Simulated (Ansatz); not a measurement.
The cluster TiSi6⁺. Charge 1, multiplicity 2. Geometry PBE0-D4/def2-SVP.

```xyz
7

Ti    0.6969   -0.0236   -1.5118
Si    0.9047   -0.5315    1.2618
Si   -2.8345   -0.7443   -0.3566
Si    0.5593    1.8519    0.1615
Si    2.5722    0.7060    0.0905
Si   -1.1824    0.3954    0.8554
Si   -0.7162   -1.6539   -0.5008
```

LC-ωPBE has ω = 0.4 bohr⁻¹. At r2SCAN-D4/def2-TZVP, PBE0-D4/def2-TZVP, LC-ωPBE/def2-TZVP the charge 1 doublet is spin-contaminated (final ⟨S²⟩ up to 1.13, 0.75 for a pure state). No other spin state of charge 1 was run. Another isomer (doublet) lies 0.79 eV lower at PBE0-D4/def2-TZVP; other spin states weren't run for this one.

Problem. Estimate the α-spin orbital energies around the gap (eV) in Ansatz with PBE-D4/def2-TZVP, revPBE-D4/def2-TZVP, r2SCAN-D4/def2-TZVP, PBE0-D4/def2-TZVP, LC-ωPBE/def2-TZVP.

Solution. 
```tsv
orbital	PBE-D4/def2-TZVP	revPBE-D4/def2-TZVP	r2SCAN-D4/def2-TZVP	PBE0-D4/def2-TZVP	LC-ωPBE/def2-TZVP
HOMO−9	-13.89	-13.84	-14.23	-15.22	-18.15
HOMO−8	-12.23	-12.17	-12.44	-13.31	-15.94
HOMO−7	-11.39	-11.35	-11.66	-12.32	-14.71
HOMO−6	-10.97	-10.92	-11.22	-11.90	-14.25
HOMO−5	-10.78	-10.74	-10.99	-11.59	-13.87
HOMO−4	-10.13	-10.09	-10.35	-11.10	-13.60
HOMO−3	-9.95	-9.91	-10.21	-10.93	-13.30
HOMO−2	-9.87	-9.82	-10.01	-10.72	-12.90
HOMO−1	-9.64	-9.60	-9.88	-10.58	-12.69
HOMO	-9.39	-9.37	-9.71	-10.41	-12.65
LUMO	-8.26	-8.20	-8.28	-7.63	-5.67
LUMO+1	-8.23	-8.17	-8.18	-7.32	-5.62
LUMO+2	-8.00	-7.94	-7.94	-7.14	-5.19
LUMO+3	-7.54	-7.46	-7.43	-6.80	-4.66
LUMO+4	-7.31	-7.25	-7.28	-6.62	-4.58
LUMO+5	-6.93	-6.87	-6.90	-6.35	-4.31
β HOMO	-9.45	-9.40	-9.57	-10.17	-12.21
β LUMO	-8.56	-8.49	-8.42	-7.74	-5.81
```
